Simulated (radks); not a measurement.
Species: Cu2+. Configuration: [Ar] 3d8 7d1 (not the ground configuration). All-electron calculation, Dirac Kohn-Sham, PBE, spin-unpolarised, spherical densities, finite nucleus; open shells are shared between the two j in proportion to 2j + 1; Fermi nuclear charge, rms radius 3.8823 fm. Program: a radial shooting solver on a logarithmic mesh with Libxc functionals.

Unscreened Slater integrals over Kohn-Sham orbitals (hartree). Large and small components are both included.

integral,value
"F0(7d5/2,7d5/2)",0.052244
"F2(7d5/2,7d5/2)",0.027427
"F4(7d5/2,7d5/2)",0.019487
"F0(7d5/2,7d3/2)",0.052241
"F2(7d5/2,7d3/2)",0.027445
"G2(7d5/2,7d3/2)",0.027444
"G4(7d5/2,7d3/2)",0.019503
"F0(7d5/2,3d5/2)",0.081541
"F2(7d5/2,3d5/2)",0.0051938
"F4(7d5/2,3d5/2)",0.0023718
"G0(7d5/2,3d5/2)",0.0022137
"G2(7d5/2,3d5/2)",0.0023495
"G4(7d5/2,3d5/2)",0.0017275
"F0(7d5/2,3d3/2)",0.081559
"F2(7d5/2,3d3/2)",0.0051786
"G2(7d5/2,3d3/2)",0.0023475
"G4(7d5/2,3d3/2)",0.0017241
"F0(7d3/2,7d3/2)",0.052238
"F2(7d3/2,7d3/2)",0.027463
"F0(7d3/2,3d5/2)",0.081422
"F2(7d3/2,3d5/2)",0.0051589
"G2(7d3/2,3d5/2)",0.0023201
"G4(7d3/2,3d5/2)",0.0017078
"F0(7d3/2,3d3/2)",0.081440
"F2(7d3/2,3d3/2)",0.0051437
"G0(7d3/2,3d3/2)",0.0021925
"G2(7d3/2,3d3/2)",0.0023239
"F0(3d5/2,3d5/2)",1.0777
"F2(3d5/2,3d5/2)",0.50007
"F4(3d5/2,3d5/2)",0.31136
"F0(3d5/2,3d3/2)",1.0806
"F2(3d5/2,3d3/2)",0.50135
"G2(3d5/2,3d3/2)",0.50080
"G4(3d5/2,3d3/2)",0.31184
"F0(3d3/2,3d3/2)",1.0834
"F2(3d3/2,3d3/2)",0.50265
